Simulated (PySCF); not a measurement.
**SMILES C=C[C@@H]1C[C@@H]1[GeH2][PH2], C5H11GeP**

Geometry:
```csv
atom,x (Å),y (Å),z (Å)
C1,-1.793,1.443,1.284
C2,-1.159,0.377,0.824
C3,-1.168,-0.060,-0.577
C4,-1.053,-1.524,-0.884
C5,0.100,-0.619,-1.182
Ge6,1.758,-0.707,-0.128
P7,2.176,1.259,0.998
H8,-1.757,1.723,2.322
H9,-2.380,2.076,0.637
H10,-0.583,-0.251,1.497
H11,-1.802,0.534,-1.227
H12,-0.961,-2.199,-0.044
H13,-1.628,-1.925,-1.706
H14,0.252,-0.377,-2.229
H15,1.645,-1.847,0.861
H16,2.869,-1.141,-1.067
H17,1.935,2.023,-0.137
H18,3.540,1.221,0.747
```

Level of theory: TDDFT CAM-B3LYP/def2-SVPD circular dichroism and optical rotation, one conformer, gas phase in PySCF 2.14.0. Geometry: GFN2-xTB.

The molecule is flexible and this is one conformer; a measurement averages over conformers. The calculation is non-relativistic, which matters for the atoms heavier than Zn.

(1) What are the CIP labels of the stereocentres?

(2) Which excitations and rotatory strengths does the calculation give?

## Answers

(1) C3 S, C5 S.

(2) Rotatory strengths R in 10⁻⁴⁰ esu² cm², velocity form and length form (origin at the centre of mass); f in length form.
```csv
state,E (eV),λ (nm),f,R (velocity),R (length),main
1,6.41,193,0.036,+96.0,+93.0,"HOMO→LUMO+1 0.40, HOMO−1→LUMO+1 0.21"
2,6.56,189,0.060,-95.5,-95.8,"HOMO→LUMO 0.46, HOMO−1→LUMO+1 0.11"
3,6.71,185,0.020,+92.8,+87.8,"HOMO→LUMO+1 0.27, HOMO→LUMO 0.13"
4,6.85,181,0.473,-77.9,-77.3,"HOMO→LUMO+2 0.49, HOMO−1→LUMO+1 0.14"
5,6.99,177,0.003,+6.3,+6.4,"HOMO→LUMO+4 0.34, HOMO−1→LUMO 0.19"
6,7.15,174,0.010,+23.8,+23.3,"HOMO−1→LUMO 0.28, HOMO→LUMO+4 0.23"
7,7.24,171,0.050,-30.8,-29.5,"HOMO−1→LUMO+2 0.27, HOMO→LUMO+4 0.20"
8,7.35,169,0.043,+30.3,+28.4,"HOMO→LUMO+3 0.47, HOMO→LUMO+5 0.19"
9,7.43,167,0.029,+0.5,-1.7,"HOMO→LUMO+5 0.43, HOMO−1→LUMO+1 0.23"
10,7.52,165,0.047,-43.7,-42.3,"HOMO−1→LUMO+3 0.41, HOMO−1→LUMO+4 0.08"
11,7.58,164,0.012,-35.3,-32.1,"HOMO−1→LUMO+5 0.31, HOMO→LUMO+6 0.23"
12,7.75,160,0.063,-34.0,-33.7,HOMO−2→LUMO 0.67
13,7.85,158,0.012,+16.0,+14.9,"HOMO→LUMO+7 0.47, HOMO→LUMO+8 0.14"
14,7.94,156,0.015,-4.9,-3.5,"HOMO−2→LUMO+1 0.46, HOMO−3→LUMO+1 0.10"
15,7.98,155,0.003,-5.6,-6.2,"HOMO−1→LUMO+4 0.25, HOMO−1→LUMO+3 0.14"
16,8.02,155,0.011,-22.3,-21.5,"HOMO→LUMO+6 0.22, HOMO−1→LUMO+5 0.12"
```

For state 9 the two forms differ in sign, so the sign of R isn't settled.

Among the states computed, the strongest CD band (largest |R|) is state 1. The largest dissymmetry factor in size, g = 4R/(D+G), with D and G the electric and magnetic dipole strengths, is +0.042 for state 3 (velocity form, f = 0.023), among bands with |R| over 0.5. The mirror image has the same energies and oscillator strengths and all R with the opposite sign.
